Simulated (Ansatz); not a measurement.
`OC[SiH]1[SiH2][SiH2]1` + H₂ → `[SiH2]1[SiH2][SiH2]1` + CH₃OH at 400 K and 1 bar (hydrogenolysis of the Si–C bond).

Program: Ansatz. Geometries: PBE0-D4/def2-TZVP. ΔE: electronic, gas phase. CCSD(T)/CBS adds triple-zeta CCSD(T) − MP2 to the extrapolated MP2 energy (def2 sets, frozen cores). This one scheme is used for every species. One conformer a species, not always the lowest.

| species | CCSD(T)/CBS energy (Eh) | H − E (kJ/mol) | S (J/(mol·K)) |
| --- | --- | --- | --- |
| `OC[SiH]1[SiH2][SiH2]1` | -985.21624 | 263.0 | 438.8 |
| H₂ | -1.17544 | 38.0 | 139.0 |
| `[SiH2]1[SiH2][SiH2]1` | -870.78925 | 160.3 | 341.9 |
| CH₃OH | -115.61712 | 151.2 | 252.6 |

H − E and S are ideal-gas, rigid-rotor, harmonic terms from PBE0-D4/def2-TZVP, for one conformer and one mirror image of each species. The MP2-based limit puts H₂ 0.8 mEh under its directly extrapolated value; such offsets cancel only in part. 1 Eh = 2625.50 kJ/mol, R = 8.31446 J/(mol·K).

By hand: ΔE, ΔH, ΔS and ΔG.

ΔE = (-870.78925) + (-115.61712) − (-985.21624) − (-1.17544) = -0.01469 Eh = -38.6 kJ/mol. Δ(H − E) = 160.3 + 151.2 − 263.0 − 38.0 = 10.5, so ΔH = -28.1 kJ/mol. ΔS = 341.9 + 252.6 − 438.8 − 139.0 = 16.7 J/(mol·K). ΔG = -28.1 − 400 × (16.7)/1000 = -34.8 kJ/mol.

By hand: the equilibrium constant, and the temperature at which ΔG would vanish if ΔH and ΔS stayed fixed.

log₁₀ K = −ΔG/(RT ln 10) = 4.5. ΔH and −TΔS have one sign here, so there is no such temperature.

ΔH outweighs TΔS. A doubt of 5 kJ/mol in ΔE shifts log₁₀ K by 0.7 here. Other conformers and mirror images would add mixing entropy, several J/(mol·K) or more a flexible species. Modes under 60 cm⁻¹, often nearly free rotors, make the harmonic entropy too high. These are equilibria of isolated gas molecules and say nothing of rates. Largest T1 diagnostic: 0.015 (customary marks: 0.02 for closed shells, 0.045 for open ones).
